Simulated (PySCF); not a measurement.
Compound: CH10NOSi3 (charge -1).
Numbering: `[CH3:1][Si@@H:2]([N-:3][SiH3:4])[O:5][SiH3:6]` (hydrogens: H7, H8, H9 on C1; H10 on Si2; H11, H12, H13 on Si4; H14, H15, H16 on Si6)

Computed with PySCF at PBE0/pcSseg-1, non-relativistic, on one gas-phase PBE0-D3(BJ)/def2-SVP geometry that isn't relaxed in the solvent. The solvent is an IEF-PCM continuum (cavity from Bondi-type radii × 1.2). Specific hydrogen bonds and non-electrostatic terms are outside this model.

Gas phase at PBE0/pcSseg-1: HOMO -1.90 eV, LUMO 4.64 eV.

Task: What does the continuum do to the energy and the frontier levels at PBE0/pcSseg-1 in chloroform and dimethylsulfoxide?

Result: 
| solvent | ε | E(solvent) − E(gas) (kcal/mol) | polarisation term (kcal/mol) | distortion of the solute (kcal/mol) | HOMO (eV) | LUMO (eV) |
| --- | --- | --- | --- | --- | --- | --- |
| chloroform | 4.711 | -35.23 | -35.66 | 0.43 | -4.97 | 1.82 |
| dimethylsulfoxide | 46.83 | -44.32 | -45.16 | 0.84 | -5.75 | 1.13 |

Polarisation term: ½ Σ q·V over the induced surface charges. Distortion: the rise of the solute's own energy as its density leaves the gas-phase optimum. From chloroform to dimethylsulfoxide the lowering changes by a factor 1.26, Born's factor 1 − 1/ε by 1.24 and ε itself by 9.9.

Task: Which radius a makes Born's formula ΔE = −(q²/2a)(1 − 1/ε) give the value in dimethylsulfoxide?

Result: a = q²(1 − 1/ε)/(2|ΔE|) = 3.67 Å, with q = -1 e and |ΔE| = 0.0706 Eh; the farthest nucleus lies 3.79 Å from the centroid of the nuclei. The formula assumes a point charge at the centre of a sphere.

Task: Which Hirshfeld charges (PBE0/pcSseg-1) respond most in chloroform (means over atoms taken as equivalent)?

Result: 
```tsv
atoms	environment	gas (e)	solvent (e)	change
N3	nitrogen bonded to 2 Si	-0.475	-0.483	-0.008
O5	siloxane oxygen	-0.341	-0.349	-0.008
Si2	oxygen-bound silicon	+0.346	+0.339	-0.007
H7/H8/H9	methyl hydrogen	+0.022	+0.028	+0.006
Si4	SiH3 silicon	+0.221	+0.215	-0.006
H14/H15/H16	Si–H hydrogen	-0.110	-0.107	+0.003
```

Task: Which Mayer bond orders change most in chloroform?

Result: 
| bond | length (Å) | gas | solvent | change |
| --- | --- | --- | --- | --- |
| C1–Si2 | 1.892 | 0.853 | 0.879 | +0.026 |
| Si6–H16 | 1.513 | 0.875 | 0.893 | +0.018 |
| O5–Si6 | 1.658 | 0.995 | 0.980 | -0.015 |
| Si2–N3 | 1.643 | 1.340 | 1.329 | -0.011 |
| C1–H7 | 1.103 | 0.969 | 0.963 | -0.006 |
| C1–H9 | 1.102 | 0.967 | 0.961 | -0.006 |
| C1–H8 | 1.103 | 0.965 | 0.960 | -0.005 |
| Si4–H12 | 1.526 | 0.847 | 0.852 | +0.005 |

Task: How do the nuclear quadrupole coupling constants eQVzz/h respond in chloroform?

Result: 
```tsv
nucleus	Q (barn)	gas (MHz)	solvent (MHz)	η gas	η solvent
14N at N3	0.02044	1.92	1.89	0.55	0.50
17O at O5	-0.0256	-5.57	-5.44	0.42	0.45
```

Conformer computed: `[CH3:1][Si@@H:2]([N-:3][SiH3:4])[O:5][SiH3:6]`: C1–Si2–N3–Si4 -71°, C1–Si2–O5–Si6 -126°.
